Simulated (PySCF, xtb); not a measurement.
C2H7InO, SMILES C[CH2][InH][OH].

GFN2-xTB (xtb) at its own geometry gives an orbital gap of 3.61 eV and a dipole moment of 3.67 D.

Geometry: B3LYP-D3(BJ)/def2-SVP. The structure was generated by enumeration; whether it is a known compound was not checked. The def2 effective core potentials stand for the cores of In; spin–orbit coupling is left out. Other conformers were not sampled.

**Question.** What does PBE/def2-TZVP (PySCF) give? (The exact figures need the calculation; the answer reports its results.)

**Answer.** gap 4.30 eV (levels -6.12 and -1.83 eV), dipole 2.73 D.
